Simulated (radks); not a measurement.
The numbers below are computed, except where a source is named.
Question: Isoelectronic series with 13 electrons, all held in the configuration [Ne] 3s2 3p1, which need not be the ground one along the series. Level of theory: scalar-relativistic Kohn-Sham, r2SCAN, spin-polarised, spherical densities, finite nucleus; open shells are filled with parallel spins first (spin-orbit coupling, left out, can overturn this in heavy ions); meta-GGA in the generalised Kohn-Sham scheme; Fermi nuclear charge, rms radius of each element as measured or else 0.836 A^(1/3) + 0.57 fm (a radial shooting solver on a logarithmic mesh with Libxc functionals). Total energies (hartree) and orbital eigenvalues (hartree):

ion    E (hartree)      3p up    3s down      3s up
Al      -242.79133   -0.11235   -0.27148   -0.30729
P2+     -340.97135   -0.91604   -1.22410   -1.29200
Cl4+    -456.81245   -2.21989   -2.67820   -2.77281
K6+     -590.33070   -3.99213   -4.60282   -4.72236
Sc8+    -741.58550   -6.22306   -6.98961   -7.13320
V10+    -910.65795   -8.90895   -9.83618  -10.00335
Mn12+  -1097.64472  -12.04846  -13.14261  -13.33309
Co14+  -1302.65631  -15.64144  -16.91033  -17.12395
Cu16+  -1525.81597  -19.68843  -21.14158  -21.37825
As20+  -2027.13658  -29.14889  -31.00682  -31.28954
Br22+  -2305.60894  -34.56537  -36.64818  -36.95397
Rb24+  -2602.85260  -40.44178  -42.76774  -43.09665
Nb28+  -3254.42631  -53.58306  -56.46129  -56.83672
Tc30+  -3609.17988  -60.85273  -64.04639  -64.44524
Rh32+  -3983.55377  -68.59197  -72.13191  -72.55431
Ag34+  -4377.80182  -76.80366  -80.72468  -81.17078
In36+  -4792.19243  -85.49087  -89.83200  -90.30196
Sb38+  -5227.01573  -94.65686  -99.46181  -99.95578
I40+   -5682.57998  -104.3051  -109.6226  -110.1408
Cs42+   -6159.2173  -114.4392  -120.3235  -120.8661
La44+   -6657.2798  -125.0630  -131.5745  -132.1417
Pr46+   -7177.1463  -136.1806  -143.3860  -143.9780

Estimate the row of Ga18+.

Answer: E (hartree) -1767.25971; 3p up -24.19046; 3s down -25.83926; 3s up -26.09896.
